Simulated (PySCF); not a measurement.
Gas-phase reaction: GaHCl2 + NH → GaCl2NH2

Computed with PySCF and rigid-rotor harmonic-oscillator thermochemistry at 1 bar. † marks an energy on the PBE0/def2-TZVP geometry and frequencies; other levels use their own. MP2 and CCSD(T) freeze the core. 6-31G* has spherical d functions here. Open shells (unrestricted): NH (multiplicity 3); the rest are closed-shell singlets. Ga: all electrons, no relativistic terms. GaHCl2, GaCl2NH2: computed as isolated molecules; such fragments, hydroxides, amides, oligomers or adducts are transient or little studied in the gas. MP2 isn't extrapolated to the basis-set limit; its ΔH°(298 K) is -429.6 kJ in def2-SVP and -454.7 kJ in def2-TZVPP. CCSD(T) isn't extrapolated to the basis-set limit; its ΔH°(298 K) is -398.0 kJ in def2-SVP and -419.2 kJ in def2-TZVPP. The harmonic model lacks anharmonicity and excited electronic states, which grow with temperature; levels with a mode under 35 cm⁻¹ are left out. Soft modes under 120 cm⁻¹ make the harmonic entropy rough for GaCl2NH2. Warning, point group unlike the PBE0 one: GaCl2NH2 (PBE/def2-SVP).

ΔH° and ΔS° at 298 K: CCSD(T)/def2-SVP† -398 kJ, -133 J/K; HF/6-31G* -232 kJ, -145 J/K; MP2/def2-TZVPP† -455 kJ, -133 J/K; PBE/def2-SVP -440 kJ, -136 J/K.

Task: With the heat capacities included, give log10 K (1 bar) at 800, 1000, 1200, 1600, 1800 K from CCSD(T)/def2-SVP†, HF/6-31G*, MP2/def2-TZVPP†, PBE/def2-SVP.

Result: 
| T (K) | CCSD(T)/def2-SVP† | HF/6-31G* | MP2/def2-TZVPP† | PBE/def2-SVP |
|---|---|---|---|---|
| 800 | 19.1 | 7.6 | 22.8 | 21.6 |
| 1000 | 13.9 | 4.5 | 16.8 | 15.9 |
| 1200 | 10.4 | 2.5 | 12.9 | 12.1 |
| 1600 | 6.2 | 0.1 | 8.0 | 7.3 |
| 1800 | 4.7 | -0.8 | 6.4 | 5.8 |
